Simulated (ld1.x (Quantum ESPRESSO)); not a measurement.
**Before and after: RRKJ potential for N**

ld1.x (Quantum ESPRESSO) 7.5 input, shortened:

```
&input
   title='N', zed=7., rel=0, dft='PZ', iswitch=3,
   config='[He] 2s2 2p3'
 /
 &inputp
   pseudotype=2, tm=.false., lloc=0,
   nlcc=.false.
 /
2
2P  2  1   3.00   0.00  1.90  1.90  0.0
2S  1  0   2.00   0.00  0.90  0.90  0.0
 &test
   configts(1)='2s2 2p3'
 /
```

Change: local potential the p channel.

Cutoffs: the cutoffs (Ry, on a coarse ladder) from which the occupation-weighted sum of valence levels, in a spherical-Bessel basis at the reference potential, stays within 10 and 1 mRy of its value at 400 Ry; they do not see the model core or the augmentation charge, which bear on the density cutoff. Errors are all-electron minus pseudo energies relative to the spin-unpolarised reference configuration.

Q: Predict the effect on cutoff, ghosts and configuration errors.

A: The potential gets neither clearly harder nor softer (50 Ry and 140 Ry → 80 Ry and 110 Ry); of the 9 tests that both files solve, the error grows in 3 and shrinks in 4 by more than 15 % and 0.3 meV (median size 122.2 → 105.3 meV); the range in which the s phases agree narrows (upper end 3.2 → 1.7); neither file shows a bound ghost.

```tsv
quantity	base	changed
cutoff, loose	50 Ry	80 Ry
cutoff, tight	140 Ry	110 Ry
loose cutoff by channel (10 mRy a level)	p 30 Ry, s 45 Ry	s 70 Ry, p 30 Ry
bound ghosts	none	none
error for 2s2 2p2, meV [ΔE 13.74 eV]	+50	+14
error for 2s2 2p1, meV [ΔE 42.71 eV]	+458	+268
error for 2s2 2p0, meV [ΔE 89.88 eV]	+1874	+1359
error for 2s1 2p0, meV [ΔE 167.30 eV]	+3157	+2453
error for 2s2 2p3.3, meV [ΔE -1.67 eV]	+0.6	-1.1
error for 2s0 2p5, meV [ΔE 22.39 eV]	+25	+34
error for 2s1 2p3, meV [ΔE 25.16 eV]	-70	-77
error for 2s2 2p3 (spin-polarised), meV [ΔE -2.89 eV]	+147	+175
error for 2s2 2p2 (spin-polarised), meV [ΔE 12.05 eV]	+122	+105
s: phases at 2.06 bohr within 0.05 rad from the reference energy up to (Ry; the scan ends near 5)	3.2	1.7
p: phases at 2.06 bohr within 0.05 rad from the reference energy up to (Ry; the scan ends near 5)	1.9	1.5
```
